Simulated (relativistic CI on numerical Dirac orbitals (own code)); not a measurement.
Computed by Dirac-Coulomb-Breit CI, orbitals from a KLI potential per configuration, model QED (radiative potential, 1s self-energy scaled to tabulated hydrogen-like ionisation energies), unscaled Slater integrals (own radial code, finite nucleus).

Configuration list (outside the closed core [Ne]): 3s2 3p6, 3s2 3p5 3d, 3s 3p6 3d, 3s2 3p5 4s, 3s2 3p5 4p, 3s2 3p5 4d, 3s 3p6 4s, 3s2 3p5 4f, 3s 3p6 4p, 3p6 3d 4p, 3s 3p6 4d, 3s2 3p5 5s, 3s2 3p5 5p, 3s2 3p5 5d, 3s 3p6 4f, 3s2 3p5 5f, 3s2 3p5 5g, 3s2 3p5 6s, 3s2 3p5 6p, 3s 3p6 5s, 3s2 3p5 6d, 3s 3p6 5p, 3s 3p6 5d, 3p6 3d2, 3p5 3d3, 3p5 3d2 4s, 3p5 3d2 4p, 3p5 3d2 4d, 3p6 3d 4s, 3p5 3d 4s2, 3p5 3d 4s 4p, 3p5 3d 4s 4d. Double excitations out of closed p, d and f shells are left out; levels of such configurations are missing from the list, as are those of other unlisted configurations, and high levels can miss mixing partners. These lack a partner that the ground configuration has and come out too high: 3s2 3p5 4f, 3s2 3p5 5s, 3s2 3p5 5p, 3s2 3p5 5d, 3s2 3p5 5f.

At this charge energies of transitions that change n are usually good to better than 1 %, and those within a shell (Δn = 0) to a few per cent.

Outline of the computed level scheme of Zn XIII. Lowest level of each configuration: 3s2 3p6 1S_0 at 0.000 eV; 3s2 3p5 3d 3P°_0 at 65.083 eV; 3s 3p6 3d 3D_1 at 128.193 eV; 3s2 3p5 4s 3P°_2 at 201.321 eV; 3s2 3p5 4p 3S_1 at 216.184 eV; 3s2 3p5 4d 3P°_0 at 244.117 eV; 3p6 3d2 3F_2 at 261.122 eV.

Some strong electric-dipole decays among the lowest 45 levels: 3s2 3p5 4d 1P°_1 → 3s2 3p6 1S_0 (7.6e+11 s⁻¹); 3s2 3p5 3d 1P°_1 → 3s2 3p6 1S_0 (4.3e+11 s⁻¹); 3s2 3p5 4d 3D°_1 → 3s2 3p6 1S_0 (3.0e+11 s⁻¹); 3s2 3p5 4s 1P°_1 → 3s2 3p6 1S_0 (1.3e+11 s⁻¹); 3s2 3p5 4s 3P°_1 → 3s2 3p6 1S_0 (1.0e+11 s⁻¹); 3s2 3p5 4p 3D_3 → 3s2 3p5 3d 3F°_4 (6.2e+10 s⁻¹); 3s2 3p5 4p 3D_2 → 3s2 3p5 3d 3F°_3 (5.3e+10 s⁻¹); 3s 3p6 3d 3D_3 → 3s2 3p5 3d 3F°_4 (3.6e+10 s⁻¹).

LS names give the leading component of a level, which can be under half, so a name can repeat, a term be missing and a line seem to break the LS rules.
